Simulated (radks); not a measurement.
Values are calculated unless marked as measured or tabulated.
Orbital eigenvalues (eV) of neutral carbon, [He] 2s2 2p2, of relativity; Dirac values are averaged over j with weights 2j + 1. Spin-unpolarised spherical Kohn-Sham, PBEsol, point nucleus unless stated (finite: rms radius 2.4702 fm), a radial shooting solver on a logarithmic mesh with Libxc functionals. A level marked "c x" has the speed of light scaled by that factor and shares open shells by 2j + 1; other Dirac levels either fill j = l - 1/2 first or share by 2j + 1.

| shell | non-rel. |
|---|---|
| 1s | -271.92 |
| 2s | -13.637 |
| 2p | -5.2367 |

Give the values at the level "Dirac, c x 0.75".

Answer. 
shell  Dirac, c x 0.75  change of magnitude (%)
1s             -272.13                    +0.08
2s             -13.657                    +0.15
2p             -5.2308                    -0.11
